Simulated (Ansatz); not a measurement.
Computed with Ansatz on PBE0-D4/def2-TZVP structures; ΔE is electronic, products minus reactants. CBS: MP2 limit from def2 TZ/QZ plus the TZ coupled-cluster correction, frozen cores. Functionals use def2-TZVPP. B3LYP here is the variant with VWN-RPA as its local correlation; programs differ in this. For Ge outer-core shells are correlated without core-valence functions, which leaves a few kJ/mol of doubt a bond. Scalar relativity is left out up to krypton. One conformer a species, not always the lowest.

Reaction (ligand exchange at the Si–O bond): `CO[SiH2][O][GeH3]` + `O[SiH2]S` → `CO[SiH2]S[SiH2]O` + `[OH][GeH3]`

```
             level  ΔE (eV)
            PBE-D4     0.25
          B3LYP-D4     0.44
SCS-MP2/def2-TZVPP     0.52
     MP2/CBS(def2)     0.39
```

Task: What does CCSD(T)/CBS give? (Estimate.)

Result: Computed: +0.44 eV. The listed levels differ from it by -0.19, 0.00, 0.08, -0.05 eV.

Largest T1 diagnostic among the species: 0.012.

In def2-TZVPP, CCSD(T) changes the Hartree–Fock value by −0.33 eV (the triples alone add −0.07 eV) and MP2 by −0.38 eV. From PBE to PBE0 (25 % exact exchange), in def2-TZVPP and without D4, ΔE moves by +0.06 eV.
